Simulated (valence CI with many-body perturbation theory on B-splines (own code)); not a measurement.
## Level structure of Rh XLI

Method: relativistic CI+MBPT: three valence electrons over a frozen Dirac-Fock core [He], radial functions for each j: 11 s, 11 p, 10 d, 8 f, 5 g, 2 h, with the one-electron correlation potential Σ1 (screened to all orders), the two-electron term Σ2, the three-electron term Σ3, Breit, model QED; selected single and double excitations, second order for the rest, scaled by the run's own slope (own B-spline code, finite nucleus).

No measured spectrum was set against this ion. As an estimate, large intervals hold to a few tenths of a per cent, small ones and those within an open d or f shell to about a per cent.

Levels 136 to 180 of 199, with energies above the lowest level, (2s^2 2p1/2) J=1/2. "Leading %" is the weight of the configuration and term that name the level; weights of strongly mixed levels are sums over their largest components and can fall short. In the jj column 3d3/2^4 stands for four electrons in 3d with j = 3/2. Lifetimes count E1, E2, E3, M1 and M2 decay at the calculated energies, and are blank where another channel may lead or the interval is too uncertain; long ones can be off by a factor of two.

```
No.  Configuration  Term    J  E (× 10³ cm⁻¹)  Leading %  Second component  Lifetime              Leading jj
136         2s2p4s   ²P°  1/2           38442         84   16 % 2s2p4s ⁴P°   61.5 fs      2s 2p1/2 4s (97 %)
137         2s2p4p    ⁴D  3/2           38537         56    20 % 2s2p4p ²D   42.2 fs   2s 2p1/2 4p1/2 (95 %)
138         2s2p4p    ⁴P  1/2           38585         51    20 % 2s2p4p ²S   56.0 fs   2s 2p1/2 4p1/2 (97 %)
139         2s2p4p    ⁴P  3/2           38586         30    27 % 2s2p4p ²D   38.6 fs   2s 2p1/2 4p3/2 (98 %)
140         2s2p4d   ⁴F°  3/2           38679         62   14 % 2s2p4d ²D°   21.6 fs   2s 2p1/2 4d3/2 (99 %)
141         2s2p4p    ⁴D  5/2           38717         50    30 % 2s2p4p ²D   98.9 fs   2s 2p1/2 4p3/2 (97 %)
142         2s2p4p    ²P  1/2           38718         49    17 % 2s2p4p ⁴P   20.7 fs   2s 2p1/2 4p3/2 (96 %)
143         2s2p4p    ²D  3/2           38726         45    20 % 2s2p4p ⁴S   27.5 fs   2s 2p1/2 4p3/2 (97 %)
144         2s2p4d   ⁴F°  5/2           38739         31   31 % 2s2p4d ⁴D°   12.3 fs   2s 2p1/2 4d5/2 (96 %)
145         2s2p4f    ⁴G  5/2           38795         45    19 % 2s2p4f ⁴F   24.7 fs  2s 2p1/2 4f5/2 (100 %)
146         2s2p4d   ⁴F°  5/2           38808         35   25 % 2s2p4d ²D°   26.4 fs   2s 2p1/2 4d3/2 (89 %)
147         2s2p4f    ⁴F  7/2           38818         26    24 % 2s2p4f ⁴D   25.1 fs  2s 2p1/2 4f7/2 (100 %)
148         2s2p4d   ⁴D°  3/2           38832         28   21 % 2s2p4d ⁴P°   11.2 fs   2s 2p1/2 4d3/2 (90 %)
149         2s2p4d   ⁴D°  1/2           38838         62   30 % 2s2p4d ²P°   8.55 fs   2s 2p1/2 4d3/2 (97 %)
150         2s2p4d   ⁴F°  7/2           38869         43   30 % 2s2p4d ²F°   12.1 fs   2s 2p1/2 4d5/2 (97 %)
151         2s2p4d   ²D°  3/2           38891         43   37 % 2s2p4d ²P°   12.3 fs   2s 2p1/2 4d5/2 (90 %)
152         2s2p4d   ²F°  5/2           38892         51   23 % 2s2p4d ⁴P°   11.7 fs   2s 2p1/2 4d5/2 (93 %)
153         2s2p4f    ⁴G  7/2           38929         38    28 % 2s2p4f ²G   24.7 fs   2s 2p1/2 4f5/2 (96 %)
154         2s2p4f    ⁴F  3/2           38931         55    31 % 2s2p4f ²D   24.6 fs   2s 2p1/2 4f5/2 (97 %)
155         2s2p4f    ⁴G  5/2           38934         31    20 % 2s2p4f ⁴D   24.7 fs   2s 2p1/2 4f5/2 (94 %)
156         2s2p4f    ⁴G  9/2           38951         37    32 % 2s2p4f ²G   25.1 fs   2s 2p1/2 4f7/2 (97 %)
157         2s2p4f    ²D  5/2           38956         36    32 % 2s2p4f ²F   25.0 fs   2s 2p1/2 4f7/2 (94 %)
158         2s2p4f    ²G  7/2           38959         37    34 % 2s2p4f ⁴D   25.2 fs   2s 2p1/2 4f7/2 (97 %)
159          2p²4s    ⁴P  1/2           39553         50     24 % 2p²4s ²P   64.6 fs       2p1/2^2 4s (97 %)
160         2s2p4s   ⁴P°  5/2           39598        100                     64.2 fs     2s 2p3/2 4s (100 %)
161         2s2p4s   ²P°  3/2           39638         82   17 % 2s2p4s ⁴P°   49.7 fs     2s 2p3/2 4s (100 %)
162          2p²4p   ⁴D°  1/2           39672         42    39 % 2p²4p ²P°   27.4 fs    2p1/2^2 4p1/2 (97 %)
163         2s2p4p    ⁴P  3/2           39753         45    25 % 2s2p4p ⁴S   52.8 fs  2s 2p3/2 4p1/2 (100 %)
164         2s2p4p    ²D  5/2           39762         38    38 % 2s2p4p ⁴D   35.0 fs   2s 2p3/2 4p1/2 (99 %)
165          2p²4p   ²P°  3/2           39850         28    22 % 2p²4p ⁴D°   27.5 fs    2p1/2^2 4p3/2 (97 %)
166         2s2p4p    ⁴D  7/2           39889        100                      106 fs  2s 2p3/2 4p3/2 (100 %)
167         2s2p4p    ²P  3/2           39904         53    31 % 2s2p4p ⁴S   27.8 fs  2s 2p3/2 4p3/2 (100 %)
168         2s2p4p    ⁴P  5/2           39930         51    47 % 2s2p4p ²D   33.0 fs   2s 2p3/2 4p3/2 (99 %)
169          2p²4d    ²D  3/2           39937         36     36 % 2p²4d ⁴F   31.2 fs    2p1/2^2 4d3/2 (97 %)
170         2s2p4p    ²S  1/2           39945         54    29 % 2s2p4p ²P   22.7 fs   2s 2p3/2 4p3/2 (99 %)
171          2p²4d    ²D  5/2           40005         29     20 % 2p²4d ⁴D   12.3 fs    2p1/2^2 4d5/2 (97 %)
172         2s2p4d   ⁴D°  5/2           40015         47   21 % 2s2p4d ⁴F°   11.2 fs   2s 2p3/2 4d3/2 (99 %)
173         2s2p4d   ⁴F°  7/2           40022         48   37 % 2s2p4d ⁴D°   13.2 fs   2s 2p3/2 4d3/2 (77 %)
174         2s2p4d   ⁴P°  3/2           40023         48   41 % 2s2p4d ⁴D°   10.3 fs   2s 2p3/2 4d3/2 (98 %)
175         2s2p4d   ⁴P°  1/2           40027         84   12 % 2s2p4d ⁴D°   11.7 fs   2s 2p3/2 4d3/2 (95 %)
176         2s2p4d   ⁴F°  9/2           40034        100                     49.2 fs  2s 2p3/2 4d5/2 (100 %)
177         2s2p4s   ²P°  1/2           40041         88    6 % 2s2p4s ⁴P°   34.9 fs      2s 2p3/2 4s (92 %)
178          2p²4f   ²F°  5/2           40046         35    32 % 2p²4f ⁴G°   24.9 fs    2p1/2^2 4f5/2 (97 %)
179         2s2p4s   ²P°  3/2           40046         81   14 % 2s2p4s ⁴P°   44.6 fs      2s 2p3/2 4s (92 %)
180          2p²4f   ²F°  7/2           40069         31    19 % 2p²4f ²G°   25.2 fs    2p1/2^2 4f7/2 (97 %)
```
